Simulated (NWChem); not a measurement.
System: bromine monochloride (BrCl); SMILES ClBr

NWChem input:

```
start job
memory heap 200 mb stack 900 mb global 1100 mb
geometry units angstroms
  Cl     0.000000     0.000000     1.451792
  Br     0.000000     0.000000    -0.712717
end
basis spherical
  * library 6-31g*
end
dft
  xc hfexch
  iterations 150
end
driver
  maxiter 120
end
task dft optimize
task dft freq
```

This build's default masses of Se (78.918 u) and Br (79.917 u) are each other's, which moves their modes by up to 0.6 %.

The level has its own optimisation; frequencies are unscaled.

**Question.** Predict the main results of this run. (Hartree-Fock/6-31G* (spherical d).) Quantities: r Br–Cl (Å); highest harmonic frequency (cm⁻¹); zero-point energy (kcal/mol); dipole (D).

**Answer.** r Br–Cl (Å): 2.140
highest harmonic frequency (cm⁻¹): 478
zero-point energy (kcal/mol): 0.7
dipole (D): 0.68
